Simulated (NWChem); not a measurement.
System: C$_{2}$H$_{3}$ClF$_{2}$Si; SMILES F/C([SiH3])=C(\F)Cl

NWChem input:

```
start job
memory heap 200 mb stack 900 mb global 1100 mb
geometry units angstroms noautosym nocenter noautoz
  F      1.823599    -1.070670     0.000000
  C      0.569553    -0.556479     0.000000
  Si    -0.887366    -1.772941     0.000000
  C      0.447526     0.793301     0.000000
  F      1.479071     1.629638     0.000000
  Cl    -1.099758     1.565474     0.000000
  H     -0.287093    -3.147831     0.000000
  H     -1.737608    -1.578981     1.223420
  H     -1.737608    -1.578981    -1.223420
end
basis spherical
  F library 6-31g*
  C library 6-31g*
  Si library 6-31g*
  Cl library 6-31g*
  H library 6-31g*
end
dft
  xc b3lyp
  iterations 150
end
property
  response 1 0.0773
end
task dft property
```

Excerpt of the output:

```
             Northwest Computational Chemistry Package (NWChem) 7.3.0
             --------------------------------------------------------

                             Geometry "geometry" -> ""
                             -------------------------

 Output coordinates in angstroms (scale by  1.889725989 to convert to a.u.)

  No.       Tag          Charge          X              Y              Z
 ---- ---------------- ---------- -------------- -------------- --------------
    1 F                    9.0000     1.82359900    -1.07067000     0.00000000
    2 C                    6.0000     0.56955300    -0.55647900     0.00000000
    3 Si                  14.0000    -0.88736600    -1.77294100     0.00000000
    4 C                    6.0000     0.44752600     0.79330100     0.00000000
    5 F                    9.0000     1.47907100     1.62963800     0.00000000
    6 Cl                  17.0000    -1.09975800     1.56547400     0.00000000
    7 H                    1.0000    -0.28709300    -3.14783100     0.00000000
    8 H                    1.0000    -1.73760800    -1.57898100     1.22342000
    9 H                    1.0000    -1.73760800    -1.57898100    -1.22342000

 Effective nuclear repulsion energy (a.u.)     352.0001015701

                              NWChem Property Module
                              ----------------------

                                 NWChem DFT Module
                                 -----------------

 Summary of "ao basis" -> "ao basis" (spherical)
 ------------------------------------------------------------------------------
       Tag                 Description            Shells   Functions and Types
 ---------------- ------------------------------  ------  ---------------------
 F                           6-31g*                  6       14   3s2p1d
 C                           6-31g*                  6       14   3s2p1d
 Si                          6-31g*                  8       18   4s3p1d
 Cl                          6-31g*                  8       18   4s3p1d
 H                           6-31g*                  2        2   2s

            General Information
            -------------------
          SCF calculation type: DFT
          Wavefunction type:  closed shell.
          No. of atoms     :     9
          No. of electrons :    64
           Alpha electrons :    32
            Beta electrons :    32
          Charge           :     0
          Spin multiplicity:     1
          Use of symmetry is: off; symmetry adaption is: off
          Maximum number of iterations: 150
          AO basis - number of functions:    98
                     number of shells:    46
          Convergence on energy requested:  1.00D-06
          Convergence on density requested:  1.00D-05
          Convergence on gradient requested:  5.00D-04

              XC Information
              --------------
                         B3LYP Method XC Potential
                     Hartree-Fock (Exact) Exchange  0.200
                        Slater Exchange Functional  0.800 local
                    Becke 1988 Exchange Functional  0.720 non-local
              Lee-Yang-Parr Correlation Functional  0.810
                  VWN I RPA Correlation Functional  0.190 local

             Grid Information
             ----------------
          Grid used for XC integration:  medium
          Radial quadrature: Mura-Knowles
          Angular quadrature: Lebedev.
          Tag              B.-S. Rad. Rad. Pts. Rad. Cut. Ang. Pts.
          ---              ---------- --------- --------- ---------
          F                   0.50       49          12.0       434
          C                   0.70       49          10.0       434
          Si                  1.10       88          10.0       590
          Cl                  1.00       88          11.0       590
          H                   0.35       45          12.0       434
          Grid pruning is: on
          Number of quadrature shells:   507
          Spatial weights used:  Erf1

      Superposition of Atomic Density Guess
      -------------------------------------

 Sum of atomic energies:       -1023.82776020

      Non-variational initial energy
      ------------------------------

 Total energy =   -1025.722726
 1-e energy   =   -2118.566078
 2-e energy   =     740.843250
 HOMO         =      -0.214626
 LUMO         =       0.068231

   convergence    iter        energy       DeltaE   RMS-Dens  Diis-err
 ---------------- ----- ----------------- --------- --------- ---------
 d= 0,ls=0.0,diis     1  -1027.1774675614 -1.38D+03  1.76D-02  1.18D+00
 d= 0,ls=0.0,diis     2  -1027.0023788598  1.75D-01  1.16D-02  3.10D+00
 d= 0,ls=0.0,diis     3  -1027.3125474312 -3.10D-01  2.50D-03  6.60D-02
 d= 0,ls=0.0,diis     4  -1027.3162633676 -3.72D-03  1.41D-03  2.33D-02
 d= 0,ls=0.0,diis     5  -1027.3187743523 -2.51D-03  3.92D-04  2.86D-03
  Resetting Diis
 d= 0,ls=0.0,diis     6  -1027.3190870950 -3.13D-04  1.08D-04  1.42D-04
 d= 0,ls=0.0,diis     7  -1027.3191040088 -1.69D-05  4.59D-05  6.87D-06
 d= 0,ls=0.0,diis     8  -1027.3191034910  5.18D-07  2.29D-05  1.36D-05
 d= 0,ls=0.0,diis     9  -1027.3191048185 -1.33D-06  3.76D-06  1.94D-07
 d= 0,ls=0.0,diis    10  -1027.3191048384 -2.00D-08  1.10D-06  1.24D-08

[...]

 DFT Linear Response polarizability / au
 Frequency  =       0.0773000 / au
 Wavelength =     589.4353558 / nm
              X              Y              Z
 -----------------------------------------------
 X      56.2907168     -3.1516548     -0.0000000
 Y      -3.1516313     73.6354002     -0.0000001
 Z      -0.0000001     -0.0000001     36.7781311
 -----------------------------------------------
 Eigenvalues =      55.7357925     74.1903246     36.7781311
 Isotropic   =      55.5680827
 Anisotropic =      32.4008865
 -----------------------------------------------

 Magnetic Dipole Response Matrix (nonzero elements):

 Exiting AOResponse driver routine
```

Level: B3LYP/6-31G* (spherical d). Coordinates come from a PBE-D3(BJ)/def2-SVP optimisation.
